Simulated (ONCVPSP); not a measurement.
Os: one change to an ONCV potential, before and after

- Element: Os
- Generator: ONCVPSP 4.0.1
- Type: optimised norm-conserving Vanderbilt (ONCV)
- Functional: LDA (Perdew-Zunger)
- Relativity: fully relativistic
- Frozen core: [Kr] 4d10
- Valence charge: 30
- Reference configuration: 4f14 5s2 5p6 5d6 6s1.5 (charge +0.5)
- Partial waves: 5s+6s: rc 1.85 bohr, ncon 5, nbas 8, qcut 8 1/bohr, 2 projectors; 5p: rc 1.65 bohr, ncon 4, nbas 7, qcut 7.9 1/bohr, 2 projectors, debl 1.4 Ha; 5d: rc 2.20 bohr, ncon 4, nbas 8, qcut 6.9 1/bohr, 3 projectors, debl 1.2 Ha; 4f: rc 1.05 bohr, ncon 4, nbas 8, qcut 19.2 1/bohr, 2 projectors, debl 4 Ha
- Local potential: polynomial inside 1.05 bohr (lpopt 4, dvloc0 3 Ha)
- Core correction: none

Open shells are filled in proportion to 2j + 1.

In the p channel the program set the typed energies aside and used -1.895, 0.250 Ha (j = l + 1/2; the other j can differ).

Change: scalar-relativistic. In the p channel the program set the typed energies aside and used -2.020, 0.250 Ha.

Cutoffs: the cutoffs (Ha) at which the residual kinetic energy of the hardest occupied pseudo-wave falls to 1 and 0.1 mHa per electron; they do not see the model core or the augmentation charge, which bear on the density cutoff. Errors are all-electron minus pseudo energies relative to the spin-unpolarised reference configuration.

Q: How do hardness, ghosts and transferability respond?

A: The potential gets neither clearly harder nor softer (144 Ha and 158 Ha → 144 Ha and 157 Ha); of the 4 tests that both files solve, the error grows in 4 and shrinks in 0 by more than 15 % and 0.3 meV (median size 0.1 → 2.2 meV); neither file shows a bound ghost.

| quantity | base | changed |
| --- | --- | --- |
| cutoff, loose | 144 Ha | 144 Ha |
| cutoff, tight | 158 Ha | 157 Ha |
| loose cutoff by channel | s 23 Ha, p 21 Ha, d 16 Ha, f 144 Ha | s 23 Ha, p 21 Ha, d 16 Ha, f 144 Ha |
| bound ghosts | none | none |
| GHOST(+) flags under 300 eV | s at 238.1 eV | s at 238.3 eV |
| error for 4f14 5s2 5p6 5d6 6s2, meV [ΔE -4.05 eV] | -0.1 | +1.3 |
| error for 4f14 5s2 5p6 5d6 6s1, meV [ΔE 5.82 eV] | -0.2 | -2.1 |
| error for 4f14 5s2 5p6 5d6 6s0, meV [ΔE 23.11 eV] | -2.4 | -10 |
| error for 4f14 5s2 5p6 5d5 6s2 6p1, meV [ΔE 2.05 → 2.10 eV] | 0.0 | +2.3 |
| s: phases at 1.88 bohr within 0.05 rad from the reference energy up to (Ha; the scan ends near 5) | to the end of the scan | to the end of the scan |
